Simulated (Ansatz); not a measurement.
`C=C[SiH](F)O[SiH3]` + `[SiH3]S` → `C=CS[SiH3]` + `F[SiH2]O[SiH3]`  (substitution at a C–Si bond)

Gas-phase electronic energies from Ansatz, PBE0-D4/def2-TZVP geometries. CCSD(T)/CBS adds triple-zeta CCSD(T) − MP2 to the extrapolated MP2 energy (def2 sets, frozen cores). DFT in def2-TZVPP. HSE06 is defined as in plane-wave codes. Each species was taken in one conformer, which may not be the lowest.

CCSD(T)/CBS gives +51.6 kJ/mol.

Q: Another level gave +42.5 kJ/mol. Which?
A. HF/def2-TZVPP
B. CCSD(T)/def2-TZVPP
C. HSE06-D4/def2-TZVPP
D. revPBE/def2-TZVPP

A: D. revPBE 42.5, HSE06-D4 48.3, HF/def2-TZVPP 56.9, CCSD(T)/def2-TZVPP 52.6 kJ/mol.

Q: What do rigid-rotor, harmonic-oscillator terms from PBE0-D4/def2-TZVP frequencies (298.15 K, 1 bar) make of the CCSD(T)/CBS value? (Estimate.)

A: The calculation gave: ΔZPE = +1.1 kJ/mol, ΔH = +51.7 kJ/mol, ΔS = 3 J/(mol·K), ΔG = +50.7 kJ/mol. Modes under 50 cm⁻¹ make the entropy rough.

Largest T1 diagnostic among the species: 0.012.

In def2-TZVPP, CCSD(T) changes the Hartree–Fock value by −4.3 kJ/mol (the triples alone add −2.4 kJ/mol) and MP2 by −9.3 kJ/mol. From BLYP to BHLYP (50 % exact exchange), in def2-TZVPP and without D4, ΔE moves by +8.9 kJ/mol. Leaving LDA and LC-ωPBE aside and taking each functional with its dispersion term where it has one, the values, not all of them listed here, spread over 11.2 kJ/mol, from revPBE-D4 to ωB97M-V.
